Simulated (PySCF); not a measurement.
S (sulfur, neutral) across methods

[Ne] 3s2 3p3 4s1, high-spin 5S determinant (an excited configuration). Calculation: PySCF 2.14, in aug-cc-pV(T+d)Z with one added diffuse shell each of s, p, d, f type (7s6p5d3f, 71 functions); the non-relativistic Hamiltonian (point nucleus).

| method | E (hartree) | mean ε 3s β (eV) | mean ε 3p α (eV) | mean ε 4s α (eV) | Σ⟨r²⟩ (bohr²) | ⟨S²⟩ |
| --- | --- | --- | --- | --- | --- | --- |
| UHF | -397.30041 | -23.933 | -18.375 | -3.555 | 60.79 | 6.001 |
| r2SCAN | -397.8454 | -20.032 | -13.321 | -2.259 | 58.22 | 6.000 |
| PBE | -397.7061 | -19.933 | -12.681 | -2.233 | 57.10 | 6.000 |
| BLYP | -397.8793 | -20.103 | -12.333 | -2.064 | 57.14 | 6.000 |
| LDA | -396.4927 | -20.145 | -12.615 | -2.333 | 55.96 | 6.000 |
| PBE0 | -397.7404 | -21.323 | -14.276 | -2.636 | 57.73 | 6.000 |
| HSE06 | -397.7586 | -20.934 | -13.844 | -2.337 | 57.43 | 6.000 |

Question: Estimate the same row for wB97M-V.

Answer: E (hartree) = -397.8557; mean ε 3s β (eV) = -24.158; mean ε 3p α (eV) = -16.278; mean ε 4s α (eV) = -3.652; Σ⟨r²⟩ (bohr²) = 58.22; ⟨S²⟩ = 6.000.

The outer electron is Rydberg-like, and this basis confines it to a smaller radius and binds it less than a complete one would.
